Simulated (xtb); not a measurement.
Input for xtb: GFN2-xTB on O (SMILES [O]).

```
$ xtb mol.xyz --gfn 2 --sp --chrg 0 --uhf 2
1

O      0.00000000     0.00000000     0.00000000
```

The log:

```
[...]
           -------------------------------------------------
          |                Calculation Setup                |
           -------------------------------------------------



           -------------------------------------------------
          |                 G F N 2 - x T B                 |
           -------------------------------------------------

        Reference                      10.1021/acs.jctc.8b01176
      * Hamiltonian:
        H0-scaling (s, p, d)           1.850000    2.230000    2.230000
        zeta-weighting                 0.500000
      * Dispersion:
        s8                             2.700000
        a1                             0.520000
        a2                             5.000000
        s9                             5.000000
      * Repulsion:
        kExp                           1.500000    1.000000
        rExp                           1.000000
      * Coulomb:
        alpha                          2.000000
        third order                    shell-resolved
        anisotropic                    true
        a3                             3.000000
        a5                             4.000000
        cn-shift                       1.200000
        cn-exp                         4.000000
        max-rad                        5.000000


          ...................................................
          :                      SETUP                      :
          :.................................................:
          :  # basis functions                   4          :
          :  # atomic orbitals                   4          :
          :  # shells                            2          :
          :  # electrons                         6          :
          :  max. iterations                   250          :
          :  Hamiltonian                  GFN2-xTB          :
          :  restarted?                      false          :
          :  GBSA solvation                  false          :
          :  PC potential                    false          :
          :  electronic temp.          300.0000000     K    :
          :  accuracy                    1.0000000          :
          :  -> integral cutoff          0.2500000E+02      :
          :  -> integral neglect         0.1000000E-07      :
          :  -> SCF convergence          0.1000000E-05 Eh   :
          :  -> wf. convergence          0.1000000E-03 e    :
          :  Broyden damping             0.4000000          :
          :  net charge                          0          :
          :  unpaired electrons                  2          :
          ...................................................

 iter      E             dE          RMSdq      gap      omega  full diag
   1     -3.7676070 -0.376761E+01  0.724E-14    0.00       0.0  T
   2     -3.7676070  0.000000E+00  0.579E-14    0.00       0.0  T
   3     -3.7676070  0.000000E+00  0.446E-14    0.00       0.0  T

   *** convergence criteria satisfied after 3 iterations ***

         #    Occupation            Energy/Eh            Energy/eV
      -------------------------------------------------------------
         1        2.0000           -0.7434383             -20.2300
         2        1.3333           -0.5697291             -15.5031
         3        1.3333           -0.5697291             -15.5031
         4        1.3333           -0.5697291             -15.5031 (HOMO)
      -------------------------------------------------------------
                  HL-Gap            0.5697291 Eh           15.5031 eV
             Fermi-level           -0.2851938 Eh           -7.7605 eV

 transition dipole moment (au) for excitation:           3           4
     X       Y       Z
   0.0000   0.0000   0.0000  total (au/Debye):    0.000   0.000
 dE (eV)             :    0.000
 oscillator strength :  0.00000E+00

 SCC (total)                   0 d,  0 h,  0 min,  0.001 sec
 SCC setup                      ...        0 min,  0.000 sec (  9.279%)
 Dispersion                     ...        0 min,  0.000 sec (  3.027%)
 classical contributions        ...        0 min,  0.000 sec (  0.462%)
 integral evaluation            ...        0 min,  0.000 sec (  6.877%)
 iterations                     ...        0 min,  0.001 sec ( 56.741%)
 molecular gradient             ...        0 min,  0.000 sec (  6.543%)
 printout                       ...        0 min,  0.000 sec ( 16.109%)

         :::::::::::::::::::::::::::::::::::::::::::::::::::::
         ::                     SUMMARY                     ::
         :::::::::::::::::::::::::::::::::::::::::::::::::::::
         :: total energy              -3.767606950376 Eh    ::
         :: gradient norm              0.000000000000 Eh/a0 ::
         :: HOMO-LUMO gap              0.000000000000 eV    ::
         ::.................................................::
         :: SCC energy                -3.767606950376 Eh    ::
         :: -> isotropic ES            0.000000000000 Eh    ::
         :: -> anisotropic ES          0.000000000000 Eh    ::
         :: -> anisotropic XC          0.000000000000 Eh    ::
         :: -> dispersion              0.000000000000 Eh    ::
         :: repulsion energy           0.000000000000 Eh    ::
         :: add. restraining           0.000000000000 Eh    ::
         :: total charge              -0.000000000000 e     ::
         :::::::::::::::::::::::::::::::::::::::::::::::::::::

           -------------------------------------------------
          |                Property Printout                |
           -------------------------------------------------

    * Orbital Energies and Occupations

         #    Occupation            Energy/Eh            Energy/eV
      -------------------------------------------------------------
         1        2.0000           -0.7434383             -20.2300
         2        1.3333           -0.5697291             -15.5031
         3        1.3333           -0.5697291             -15.5031
         4        1.3333           -0.5697291             -15.5031 (HOMO)
      -------------------------------------------------------------
                  HL-Gap            0.5697291 Eh           15.5031 eV
             Fermi-level           -0.2851938 Eh           -7.7605 eV

     #   Z          covCN         q      C6AA      α(0)
     1   8 O        0.000    -0.000    15.568     5.197

 Mol. C6AA /au·bohr⁶  :         15.568032
 Mol. C8AA /au·bohr⁸  :        314.171359
 Mol. α(0) /au        :          5.196904


Wiberg/Mayer (AO) data.
largest (>0.10) Wiberg bond orders for each atom

 ---------------------------------------------------------------------------
     #   Z sym  total        # sym  WBO       # sym  WBO       # sym  WBO
 ---------------------------------------------------------------------------
     1   8 O    0.000
 ---------------------------------------------------------------------------


molecular dipole:
                 x           y           z       tot (Debye)
 q only:        0.000       0.000       0.000
   full:        0.000       0.000       0.000       0.000
molecular quadrupole (traceless):
                xx          xy          yy          xz          yz          zz
 q only:        0.000       0.000       0.000       0.000       0.000       0.000
  q+dip:        0.000       0.000       0.000       0.000       0.000       0.000
   full:        0.000       0.000       0.000       0.000       0.000       0.000


           -------------------------------------------------
          | TOTAL ENERGY               -3.767606950376 Eh   |
          | GRADIENT NORM               0.000000000000 Eh/α |
          | HOMO-LUMO GAP              15.503117000000 eV   |
           -------------------------------------------------

------------------------------------------------------------------------
Note: The following floating-point exceptions are signalling: IEEE_DENORMAL
normal termination of xtb
------------------------------------------------------------------------
 total:
 SCF:
```

The run finished.

Cost: around 0.04 core-seconds (rough).
